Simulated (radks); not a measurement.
Task: Coherent X-ray form factor from a spherical all-electron density. All-electron calculation, non-relativistic Kohn-Sham, PBE, spin-polarised, spherical densities, point nucleus. Program: a radial shooting solver on a logarithmic mesh with Libxc functionals.

| sin(theta)/lambda (1/angstrom) | f0 (electrons) |
|---|---|
| 0.05 | 0.943 |
| 0.1 | 0.800 |
| 0.15 | 0.629 |
| 0.2 | 0.471 |
| 0.25 | 0.344 |
| 0.3 | 0.249 |
| 0.4 | 0.132 |
| 0.5 | 0.072 |
| 0.6 | 0.042 |
| 0.8 | 0.016 |
| 1 | 0.007 |
| 1.25 | 0.003 |
| 1.5 | 0.002 |
| 2 | 0.001 |

The species is in the configuration that NIST lists as its ground one. Which atom or ion scatters so?

Result: Neutral hydrogen, 1s1. Extrapolating in s^2 from the first two rows gives f0(0) = 1.0, near the electron count 1; among species with that count, the fall with angle is slower the higher Z, and the table is that of Z = 1; from so few rows the species is fixed only to a neighbour or two.
